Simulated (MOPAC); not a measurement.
Job for MOPAC: PM3 on H4P2 (SMILES PP), a point of a torsion scan.

```
PM3 1SCF PRECISE CHARGE=0 THREADS=1
H4P2

P     -1.07582797 1    -0.28185986 1    -0.58176944 1
P      1.10726717 1    -0.04614766 1    -0.59461615 1
H     -1.39395774 1     1.04054428 1    -0.28299641 1
H     -1.17758096 1    -0.66118968 1     0.75240907 1
H      1.29615522 1    -0.07972451 1     0.78463155 1
H      1.10781927 1     1.34463020 1    -0.61216435 1
```

It printed:

```
*******************************************************************************
 **                                                                           **
 **                              MOPAC v23.2.5                                **
 **                                                                           **
 *******************************************************************************
 ** MOPAC's Digital Object Identifier: https://doi.org/10.5281/zenodo.6511958 **
 **                                                                           **
 ** Please cite the open-source release paper for use of this MOPAC version:  **
 ** J. E. Moussa and J. J. P. Stewart (2026)                                  **
 ** MOPAC: An open-source semiempirical molecular orbital program             **
 ** J. Open Source Softw., 11(119), 8025, https://doi.org/10.21105/joss.08025 **
 *******************************************************************************

                              PM3 CALCULATION RESULTS

 *******************************************************************************
 *  PM3        - The PM3 Hamiltonian to be used
 *
 *
 *
 *                 CHARGE ON SYSTEM = 0
 *
 *
 *
 *  PRECISE    - TIGHTER CRITERIA TO BE USED
 *  1SCF       - DO 1 SCF AND THEN STOP
 *  THREADS=1  - MULTI-THREADING NOT USED
 *  T=         - A TIME OF 172800.0 SECONDS REQUESTED
 *  DUMP=N     - RESTART FILE WRITTEN EVERY 7200.0 SECONDS REQUESTED
 *******************************************************************************
PM3 1SCF PRECISE CHARGE=0 THREADS=1
 H4P2

   ATOM   CHEMICAL          X               Y               Z
  NUMBER   SYMBOL      (ANGSTROMS)     (ANGSTROMS)     (ANGSTROMS)

     1       P         -1.07582797  *  -0.28185986  *  -0.58176944  *
     2       P          1.10726717  *  -0.04614766  *  -0.59461615  *
     3       H         -1.39395774  *   1.04054428  *  -0.28299641  *
     4       H         -1.17758096  *  -0.66118968  *   0.75240907  *
     5       H          1.29615522  *  -0.07972451  *   0.78463155  *
     6       H          1.10781927  *   1.34463020  *  -0.61216435  *



          CARTESIAN COORDINATES

    NO.       ATOM           X           Y           Z

     1         P         -1.0758     -0.2819     -0.5818
     2         P          1.1073     -0.0461     -0.5946
     3         H         -1.3940      1.0405     -0.2830
     4         H         -1.1776     -0.6612      0.7524
     5         H          1.2962     -0.0797      0.7846
     6         H          1.1078      1.3446     -0.6122

  H: (PM3): J. J. P. STEWART, J. COMP. CHEM. 10, 209 (1989).
  P: (PM3): J. J. P. STEWART, J. COMP. CHEM. 10, 209 (1989).

           Empirical Formula: H4 P2  =     6 atoms



      MOLECULAR POINT GROUP   :   C2


      RHF CALCULATION, NO. OF DOUBLY OCCUPIED LEVELS = 7


 -------------------------------------------------------------------------------
 PM3 1SCF PRECISE CHARGE=0 THREADS=1
 H4P2



     1SCF WAS SPECIFIED, SO BFGS WAS NOT USED
     SCF FIELD WAS ACHIEVED


                              PM3 CALCULATION
                                                       MOPAC v23.2.5 Linux




          FINAL HEAT OF FORMATION =          2.78288 KCAL/MOL =      11.64358 KJ/MOL


          COSMO AREA              =         92.13 SQUARE ANGSTROMS
          COSMO VOLUME            =         76.10 CUBIC ANGSTROMS

          IONIZATION POTENTIAL    =          8.920222 EV
          HOMO LUMO ENERGIES (EV) =         -8.920 -0.924
          NO. OF FILLED LEVELS    =          7
          MOLECULAR WEIGHT        =         65.9791         POINT GROUP:  C2

          MOLECULAR DIMENSIONS (Angstroms)

            Atom       Atom       Distance
            H     6    H     4     3.33293
            H     5    H     3     3.01559
            H     3    P     1     1.05992


          SCF CALCULATIONS        =          1





   ATOM   CHEMICAL          X               Y               Z
  NUMBER   SYMBOL      (ANGSTROMS)     (ANGSTROMS)     (ANGSTROMS)

     1       P         -1.07582797  *  -0.28185986  *  -0.58176944  *
     2       P          1.10726717  *  -0.04614766  *  -0.59461615  *
     3       H         -1.39395774  *   1.04054428  *  -0.28299641  *
     4       H         -1.17758096  *  -0.66118968  *   0.75240907  *
     5       H          1.29615522  *  -0.07972451  *   0.78463155  *
     6       H          1.10781927  *   1.34463020  *  -0.61216435  *

                             CARTESIAN COORDINATES

   1    P       -1.075827970    -0.281859860    -0.581769440
   2    P        1.107267170    -0.046147660    -0.594616150
   3    H       -1.393957740     1.040544280    -0.282996410
   4    H       -1.177580960    -0.661189680     0.752409070
   5    H        1.296155220    -0.079724510     0.784631550
   6    H        1.107819270     1.344630200    -0.612164350


           Empirical Formula: H4 P2  =     6 atoms



      MOLECULAR POINT GROUP   :   C2


                  EIGENVALUES
 -28.36958 -22.57639 -13.89636 -12.42478 -11.76153  -9.32815  -8.92022  -0.92421
   0.62965   0.74862   1.11469   1.23519


              NET ATOMIC CHARGES AND DIPOLE CONTRIBUTIONS

  ATOM NO.   TYPE          CHARGE      No. of ELECS.   s-Pop       p-Pop
    1          P           0.253446        4.7466     1.74138     3.00517
    2          P           0.253332        4.7467     1.74138     3.00529
    3          H          -0.129793        1.1298     1.12979
    4          H          -0.123622        1.1236     1.12362
    5          H          -0.129777        1.1298     1.12978
    6          H          -0.123586        1.1236     1.12359
 DIPOLE           X         Y         Z       TOTAL
 POINT-CHG.     0.140    -1.404    -1.828     2.309
 HYBRID        -0.272     2.717     3.538     4.469
 SUM           -0.132     1.313     1.710     2.160


          ATOMIC ORBITAL ELECTRON POPULATIONS

     Atom    s        px        py        pz
    1  P   1.74138   0.98719   0.95172   1.06627
    2  P   1.74138   1.02941   0.97126   1.00462
    3  H   1.12979
    4  H   1.12362
    5  H   1.12978
    6  H   1.12359

 **********************
 *                    *
 * JOB ENDED NORMALLY *
 *                    *
 **********************




 == MOPAC DONE ==
```

The run finished.

Cost: around 0.020 core-seconds (rough).
